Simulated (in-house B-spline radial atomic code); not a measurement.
Results of a calculation; reference values are marked as such.
## Quantum size effects in thin In films (jellium)

The positive ions are smeared into a uniform slab; the electrons are solved self-consistently in the LDA (PW92) on a fine grid across the film. Stabilised jellium adds, inside the slab, the constant potential −n de/dn that makes the bulk stable at the metal's density. No lattice, so no dependence on crystal face. Atomic units unless named. The table is for plain jellium.

In: 3 valence electrons per atom, density 7.31 g/cm³, mass 114.82 u, so r_s = 2.41 bohr.

| thickness (nm) | in Fermi wavelengths | filled subbands | work function (eV) | surface energy (J/m²) |
| --- | --- | --- | --- | --- |
| 0.209 | 0.501 | 2 | 3.199 | 0.006 |
| 0.261 | 0.625 | 2 | 3.830 | 0.069 |
| 0.313 | 0.750 | 2 | 3.913 | 0.042 |
| 0.365 | 0.875 | 2 | 3.623 | -0.013 |
| 0.418 | 1.000 | 3 | 3.308 | 0.017 |
| 0.470 | 1.125 | 3 | 3.759 | 0.054 |
| 0.522 | 1.250 | 3 | 3.815 | 0.031 |
| 0.574 | 1.375 | 3 | 3.627 | -0.003 |
| 0.627 | 1.501 | 4 | 3.389 | 0.020 |
| 0.678 | 1.625 | 4 | 3.718 | 0.044 |
| 0.731 | 1.750 | 4 | 3.763 | 0.026 |
| 0.783 | 1.874 | 4 | 3.634 | 0.004 |
| 0.835 | 2.000 | 5 | 3.441 | 0.021 |

At what steps in thickness do new subbands fill, and why?

λ_F = 2π/k_F = 7.890 bohr = 0.418 nm. New subbands appear by 1, 1.5, 2 λ_F, each within the grid step of 1/8 λ_F; the true step is half a wavelength (0.209 nm), since a level crosses E_F each time one more half wave at k_F fits across the film.

How large is the oscillation of the work function here?

It runs from 3.199 to 3.913 eV over the table, 0.71 eV within the first four rows and 0.32 eV within the last four, about a thick-film value of 3.64 eV. The grid can skip the cusp where a subband opens, so the true swing can be larger; measurement on the bulk metal gives 4.09 eV.

The film of 15.78 bohr has subband bottoms at -11.677, -10.452, -8.524, -6.08, -3.478 eV, measured from the vacuum level. Show that these levels and neutrality give the work function in the table.

Each subband holds (E_F − ε_j)/π electrons per bohr², spin included. Neutrality needs n L = 0.017055 × 15.78 = 0.26913, and π n L × 27.2114 = 23.007 eV. So E_F = (π n L + Σ ε_j)/5 = (23.007 + (-40.211))/5 = -3.441 eV, and the work function is 3.441 eV.
